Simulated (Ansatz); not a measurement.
Basis sets compared for Si₁₇OH₂₂, a nanocrystal with a defect cut from the lattice of silicon (double-bonded O in place of two caps). Charge 0, multiplicity 1. Geometry r2SCAN-D4/def2-SVP. Ansatz on 2 threads of AMD EPYC 7R13 on a shared host and a share (18 GiB) of an NVIDIA H100 80GB HBM3; times are rough, and most runs start from earlier orbitals.

```xyz
40

Si   -2.782   -3.308   -0.733
Si    1.529   -2.554   -1.049
Si   -0.033    3.965   -1.247
Si    2.579    1.050   -1.217
Si   -1.184    0.266   -1.058
Si   -0.635   -1.769    2.137
Si    0.545    1.902    1.950
Si    3.093   -0.975    2.022
Si   -2.945   -1.163   -1.685
Si   -1.676    2.405   -1.902
Si    0.890   -0.453   -1.893
Si   -2.409   -3.211    1.587
Si    1.442   -2.492    1.302
Si    2.052    3.195   -2.044
Si    0.050    4.040    1.107
Si    2.624    1.157    1.138
Si   -1.110    0.372    1.289
O     2.961    4.008   -3.001
H    -4.056   -4.053   -0.993
H    -1.668   -4.061   -1.387
H     2.949   -2.803   -1.459
H     0.682   -3.654   -1.605
H    -0.312    5.321   -1.819
H     3.909    0.606   -1.745
H    -0.517   -1.685    3.632
H     0.611    1.952    3.449
H     4.441   -1.426    1.550
H     3.108   -0.903    3.518
H    -3.006   -1.265   -3.178
H    -4.217   -0.528   -1.209
H    -1.749    2.353   -3.397
H    -3.011    2.840   -1.378
H     0.834   -0.478   -3.392
H    -2.145   -4.588    2.114
H    -3.650   -2.687    2.245
H     1.744   -3.857    1.849
H     1.101    5.016    1.537
H    -1.274    4.503    1.635
H     3.688    2.133    1.548
H    -2.453    0.829    1.781
```

Single mean-field runs in def2-SVP, def2-TZVP are fitted with def2-universal-jkfit.

Binding counts from free atoms (Si triplet, O triplet, H doublet) in the same basis, without a counterpoise term.

| level | functions | energy (Eh) | HOMO (eV) | LUMO (eV) | binding per atom (eV) | wall time |
| --- | --- | --- | --- | --- | --- | --- |
| PBE-D4/def2-SVP | 430 | -5005.8929 | -5.68 | -3.20 | 3.33 | 18 s |
| PBE0-D4/def2-SVP | 430 | -5006.3841 | -6.86 | -2.54 | 3.31 | 20 s |

Q: Estimate the rows for PBE-D4/def2-TZVP (with forces), PBE0-D4/def2-TZVP.

A: 
```
                         level  functions  energy (Eh)  HOMO (eV)  LUMO (eV)  binding per atom (eV)  wall time
PBE-D4/def2-TZVP (with forces)        792   -5007.6929      -5.79      -3.36                   3.34       18 s
             PBE0-D4/def2-TZVP        792   -5008.1672      -6.90      -2.67                   3.32       13 s
```
